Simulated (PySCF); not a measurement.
Match the calculated data to a structure.

All candidates are C9H11N.

| technique | computed result |
| --- | --- |
| Rotational structure | rotational constants A, B, C: 2.578, 1.078, 0.942 GHz [PBE0-D3(BJ)/def2-SVP] |
| Triplet | lowest triplet excitation (Tamm–Dancoff): 6.40 eV [TDA wB97X-D/def2-SVPD] |
| NMR, other nuclei | isotropic shieldings of nuclei other than C and H, by class: -39 (1 N) ppm [GIAO PBE0/pcSseg-1] |
| Dipole | 4.37 D [wB97X-D/def2-SVPD] |
| 1H NMR | chemical shifts (computed TMS as zero) by class: 2.83 (1 H), 2.33 (1 H), 2.24 (1 H), 2.09 (1 H), 2.09 (1 H), 1.73 (1 H), 1.64 (1 H), 1.60 (1 H), 1.18 (3 H) ppm [GIAO PBE0/pcSseg-1] |
| Valence photoelectron | vertical ionisation energy: 9.51 eV [ΔSCF wB97X-D/def2-SVPD] |
| UV, strongest line | among the 10 lowest singlet transitions: S9 at 8.43 eV (147 nm, f = 0.016) [TDDFT wB97X-D/def2-SVPD] |
| Polarisability | 97.7 au [wB97X-D/def2-SVPD] |
| 13C NMR | chemical shifts (computed TMS as zero) by class: 124.7 (1 C), 52.0 (1 C), 42.1 (1 C), 35.1 (1 C), 34.5 (1 C), 29.9 (1 C), 17.2 (1 C), 16.8 (1 C), 16.5 (1 C) ppm [GIAO PBE0/pcSseg-1] |

Gas-phase values; electronic properties from PySCF, density fitting. Levels stand in brackets. One conformer (not necessarily the lowest) at the PBE0-D3(BJ)/def2-SVP geometry, without solvent, vibrations or thermal averaging. NMR classes are plain means over equivalent atoms (diastereotopic ones count apart unless rotation or inversion swaps them), as if these changed places fast.

Problem. Which candidate is it?
A. `C[C@@H](C#N)[C@]12C[C@@H]3[C@H](C1)[C@@H]32`
B. `C#CC(C)(C)n1cccc1`
C. `c1cc(C2CCC2)ccn1`
D. `c1ccc2c(c1)CCCN2`

Solution. A. It is `C[C@@H](C#N)[C@]12C[C@@H]3[C@H](C1)[C@@H]32`. Numbering: `[CH3:1][C@@H:2]([C:3]#[N:4])[C@:5]12[CH2:6][C@@H:7]3[C@H:8]([CH2:9]1)[C@H:10]23`. Its formula, C9H11N, gives 5 degrees of unsaturation: 3 rings and 2 π bonds in the structure found. 9 carbons fall into 9 classes; from least to most shielded: nitrile carbon [C3] (124.7 ppm), sp3 carbon at a ring junction [C5] (52.0 ppm), four-membered-ring carbon [C9] (42.1 ppm), sp3 carbon at a ring junction [C10] (35.1 ppm), four-membered-ring carbon [C6] (34.5 ppm), sp3 carbon next to a nitrile [C2] (29.9 ppm), sp3 carbon at a ring junction [C7] (17.2 ppm), sp3 carbon at a ring junction [C8] (16.8 ppm), methyl carbon [C1] (16.5 ppm). Hydrogen classes from least to most shielded: 1 H on an sp3 carbon at a ring junction, C10 (2.83 ppm), 1 H on a four-membered-ring carbon, C6 (2.33 ppm), 1 H on an sp3 carbon next to a nitrile, C2 (2.24 ppm), 1 H on a four-membered-ring carbon, C9 (2.09 ppm), 1 H on a four-membered-ring carbon, C9 (2.09 ppm), 1 H on a four-membered-ring carbon, C6 (1.73 ppm), 1 H on an sp3 carbon at a ring junction, C8 (1.64 ppm), 1 H on an sp3 carbon at a ring junction, C7 (1.60 ppm), 3 H on a methyl carbon, C1 (1.18 ppm). The other shieldings belong to: -39 ppm, nitrile nitrogen [N4]. The first electron is taken from the HOMO, whose largest Löwdin shares are 0.32 on an sp3 carbon at a ring junction, 0.16 on an sp3 carbon at a ring junction, 0.15 on an sp3 carbon at a ring junction and 0.08 on a four-membered-ring carbon. The optimised geometry has point group C1 and is an asymmetric top.

The others, at the same levels:
- `c1cc(C2CCC2)ccn1` fails: it has 6 carbon classes against 9; its computed 13C shifts are 158.6 (1 C), 155.7 (2 C), 127.3 (2 C), 43.1 (1 C), 33.6 (2 C), 19.4 (1 C) ppm, 1H shifts are 8.70 (2 H), 7.13 (2 H), 3.00 (1 H), 2.20 (2 H), 2.08 (2 H), 1.96 (1 H), 1.78 (1 H) ppm and vertical ionisation energy is 9.29 eV (against 9.51 eV).
- `c1ccc2c(c1)CCCN2` fails: its computed 13C shifts are 148.2 (1 C), 135.1 (1 C), 132.8 (1 C), 122.0 (1 C), 120.9 (1 C), 116.4 (1 C), 43.3 (1 C), 29.5 (1 C), 24.1 (1 C) ppm, 1H shifts are 7.02 (1 H), 6.96 (1 H), 6.63 (1 H), 6.27 (1 H), 3.17 (2 H), 2.93 (1 H), 2.65 (2 H), 1.77 (2 H) ppm and rotational constant A is 2.860 GHz (against 2.578 GHz).
- `C#CC(C)(C)n1cccc1` fails: it has 6 carbon classes against 9; its computed 13C shifts are 120.7 (2 C), 114.0 (2 C), 89.8 (1 C), 81.3 (1 C), 53.2 (1 C), 34.4 (2 C) ppm, 1H shifts are 6.93 (2 H), 6.31 (2 H), 2.51 (1 H), 1.68 (6 H) ppm and rotational constant A is 2.343 GHz (against 2.578 GHz).

Each candidate is one conformer, not necessarily the lowest. The conformers computed, where there is a choice (atom-mapped SMILES and torsion angles):
- `[CH3:1][C@@H:2]([C:3]#[N:4])[C@:5]12[CH2:6][C@@H:7]3[C@H:8]([CH2:9]1)[C@H:10]23`: C1–C2–C5–C6 -55°
- `[cH:1]1[cH:2][c:3]([CH:4]2[CH2:5][CH2:6][CH2:7]2)[cH:8][cH:9][n:10]1`: C2–C3–C4–C5 54°
- `[CH:1]#[C:2][C:3]([CH3:4])([CH3:5])[n:6]1[cH:7][cH:8][cH:9][cH:10]1`: C2–C3–N6–C7 -179°

The conformers of `c1ccc2c(c1)CCCN2` aren't listed.
